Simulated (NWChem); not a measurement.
Correlation energy of FNa

SMILES: [Na][F]
```xyz
2

Na     0.0000     0.0000    -0.8497
F      0.0000     0.0000     1.0385
```
Charge 0, spin multiplicity 1.

The numbers come from NWChem runs, not from measurements. Structure: optimised with PBE0/def2-SVP, a minimum by its harmonic frequencies.

Basis set: cc-pVDZ. Each correlation energy counts from its own Hartree-Fock reference.

The correlated methods keep 2 core orbitals frozen. The structure started from a generated list of species. Coupled-cluster values serve here as a point of comparison, not as the truth.

Order these methods by the correlation energy they give, lowest first: CCSD(T), MP2, SCS-MP2, CCSD+T(CCSD).

CCSD+T(CCSD) (-210.3 mHa), CCSD(T) (-209.3 mHa), MP2 (-206.4 mHa), SCS-MP2 (-198.2 mHa)
